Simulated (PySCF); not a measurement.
Substituent chemical shifts

Parent skeleton `[CH3:1][SiH:2]([Cl:3])[CH2:4][C:5]#[N:6]`; one hydrogen on atom 1 is replaced by X. Hydrogens on one atom are averaged.

- NMR shieldings at PBE0/pcSseg-1/GIAO
- geometry from GFN2-xTB
- run in PySCF
- non-relativistic, one computed conformer, no solvent model

Shifts are taken against calculated references (same method and geometry level): ¹³C, ²⁹Si, ¹H vs TMS; ³⁵Cl against HCl; ¹⁵N against NH3.

Q: Give δ (ppm) for X = allyl, CCl3, N=CH2, iPr, cBu, propynyl, CH2Cl, C2H5, cPr.

A: 
```csv
X,SMILES,C1,Si2,Cl3,C4,C5,N6,H(C1),H(Si2),H(C4)
allyl,C=CCC[Si@H](Cl)CC#N,20.3,6.5,-28.7,3.7,120.1,298.2,1.14,5.39,1.93
CCl3,N#CC[Si@H](Cl)CC(Cl)(Cl)Cl,53.2,0.1,4.4,5.4,119.5,300.8,2.85,5.62,1.87
N=CH2,C=NC[Si@@H](Cl)CC#N,57.3,2.4,-27.4,2.9,120.1,297.7,3.83,5.35,2.17
iPr,CC(C)C[Si@@H](Cl)CC#N,30.3,4.8,-31.9,5.6,120.2,298.2,1.05,5.39,1.83
cBu,N#CC[Si@H](Cl)CC1CCC1,30.9,2.6,-28.3,5.4,120.2,298.0,1.25,5.22,1.82
propynyl,CC#CC[Si@@H](Cl)CC#N,9.1,4.6,-23.7,3.7,119.9,298.0,2.19,5.28,2.07
CH2Cl,N#CC[Si@@H](Cl)CCCl,25.9,3.1,5.6,4.1,121.1,299.0,1.65,5.31,2.33
C2H5,CCC[Si@@H](Cl)CC#N,23.2,7.7,-24.8,5.7,120.2,298.0,1.02,5.20,1.85
cPr,N#CC[Si@H](Cl)CC1CC1,25.3,5.8,-17.8,4.1,120.8,298.2,1.09,5.38,2.05
```

Q: Which position responds most, and to which substituents?

A: C1: from 9.1 ppm with propynyl to 57.3 ppm with N=CH2.

Experimental scales use liquid or dissolved standards, which lie at an offset from isolated NH3 (liquid NH3: subtract about 20 ppm). Unscaled 15N shifts of sp2 nitrogen come out 20 to 40 ppm too high even then.
